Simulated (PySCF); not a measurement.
Species: `C1(CP(CCC)CC=1)C`. The columns A, B, C and D hold Mulliken, IAO, Hirshfeld and ESP-fitted charges (e) of one PBE0/pcSseg-1 density (PySCF), in a shuffled order. Coordinates in Å (GFN2-xTB); the density's dipole moment is (-0.58, 1.10, 0.69) D.

```json
{"atom": "C1", "x": "3.259", "y": "0.935", "z": "0.605", "A": "-0.117", "B": "-0.444", "C": "-0.257", "D": "-0.414"}
{"atom": "C2", "x": "2.377", "y": "0.183", "z": "-0.385", "A": "-0.070", "B": "+0.107", "C": "-0.265", "D": "-0.243"}
{"atom": "C3", "x": "1.224", "y": "-0.524", "z": "0.319", "A": "-0.116", "B": "+0.166", "C": "-0.446", "D": "-0.431"}
{"atom": "P4", "x": "0.164", "y": "-1.487", "z": "-0.877", "A": "+0.141", "B": "-0.539", "C": "+0.336", "D": "+0.462"}
{"atom": "C5", "x": "-1.149", "y": "-1.995", "z": "0.354", "A": "-0.119", "B": "+0.463", "C": "-0.368", "D": "-0.444"}
{"atom": "C6", "x": "-2.063", "y": "-0.819", "z": "0.502", "A": "-0.064", "B": "-0.612", "C": "-0.049", "D": "-0.181"}
{"atom": "C7", "x": "-1.953", "y": "0.146", "z": "-0.397", "A": "+0.004", "B": "+0.396", "C": "-0.381", "D": "+0.010"}
{"atom": "C8", "x": "-2.772", "y": "1.392", "z": "-0.459", "A": "-0.117", "B": "-0.736", "C": "-0.130", "D": "-0.423"}
{"atom": "C9", "x": "-0.914", "y": "-0.078", "z": "-1.462", "A": "-0.119", "B": "+0.170", "C": "-0.337", "D": "-0.448"}
{"atom": "H10", "x": "2.678", "y": "1.687", "z": "1.136", "A": "+0.038", "B": "+0.102", "C": "+0.106", "D": "+0.136"}
{"atom": "H11", "x": "4.076", "y": "1.433", "z": "0.089", "A": "+0.040", "B": "+0.115", "C": "+0.114", "D": "+0.140"}
{"atom": "H12", "x": "3.681", "y": "0.249", "z": "1.337", "A": "+0.039", "B": "+0.093", "C": "+0.108", "D": "+0.136"}
{"atom": "H13", "x": "1.986", "y": "0.885", "z": "-1.125", "A": "+0.033", "B": "+0.034", "C": "+0.120", "D": "+0.124"}
{"atom": "H14", "x": "2.976", "y": "-0.558", "z": "-0.921", "A": "+0.033", "B": "+0.007", "C": "+0.127", "D": "+0.135"}
{"atom": "H15", "x": "1.627", "y": "-1.244", "z": "1.038", "A": "+0.036", "B": "+0.055", "C": "+0.141", "D": "+0.136"}
{"atom": "H16", "x": "0.602", "y": "0.193", "z": "0.864", "A": "+0.028", "B": "-0.045", "C": "+0.148", "D": "+0.131"}
{"atom": "H17", "x": "-0.691", "y": "-2.298", "z": "1.298", "A": "+0.041", "B": "-0.055", "C": "+0.144", "D": "+0.146"}
{"atom": "H18", "x": "-1.696", "y": "-2.862", "z": "-0.035", "A": "+0.036", "B": "-0.022", "C": "+0.159", "D": "+0.152"}
{"atom": "H19", "x": "-2.782", "y": "-0.809", "z": "1.307", "A": "+0.043", "B": "+0.178", "C": "+0.071", "D": "+0.143"}
{"atom": "H20", "x": "-2.132", "y": "2.271", "z": "-0.382", "A": "+0.044", "B": "+0.188", "C": "+0.121", "D": "+0.147"}
{"atom": "H21", "x": "-3.502", "y": "1.417", "z": "0.346", "A": "+0.045", "B": "+0.214", "C": "+0.112", "D": "+0.147"}
{"atom": "H22", "x": "-3.298", "y": "1.450", "z": "-1.412", "A": "+0.045", "B": "+0.159", "C": "+0.122", "D": "+0.148"}
{"atom": "H23", "x": "-0.315", "y": "0.815", "z": "-1.658", "A": "+0.040", "B": "-0.012", "C": "+0.142", "D": "+0.141"}
{"atom": "H24", "x": "-1.394", "y": "-0.360", "z": "-2.405", "A": "+0.038", "B": "+0.019", "C": "+0.161", "D": "+0.152"}
```

**Question.** Which column most likely holds the ESP-fitted charges?

**Answer.** B. Σ q r misses the density's dipole by 0.06 D (B), 1.68 D (A), 2.17 D (C), 2.66 D (D). Charges fitted to the outside potential are the only set here that is tied to the molecule's multipoles.

**Question.** And the Hirshfeld charges?

**Answer.** A. The mean sizes are 0.060 e (A), 0.186 e (C), 0.206 e (B), 0.215 e (D), and Hirshfeld charges are commonly the smallest of these schemes.

As computed, A = Hirshfeld, B = ESP-fitted, C = Mulliken, D = IAO. Hydrogens on carbon: Hirshfeld +0.03 to +0.05, ESP-fitted -0.06 to +0.21, Mulliken +0.07 to +0.16, IAO +0.12 to +0.15 e.

The ESP scheme is a least-squares fit of atom-centred charges to the potential on four shells outside the van der Waals surface, with the total charge fixed. The IAO scheme projects the occupied orbitals on a minimal set of polarised atomic orbitals and counts the electrons in each atom's part of it.

Geometry: GFN2-xTB, one conformer, isolated molecule.

These values come from a run that also computed NMR shieldings. Time: 56 s wall. Hardware: one thread, Arm Neoverse V1, on a shared host.
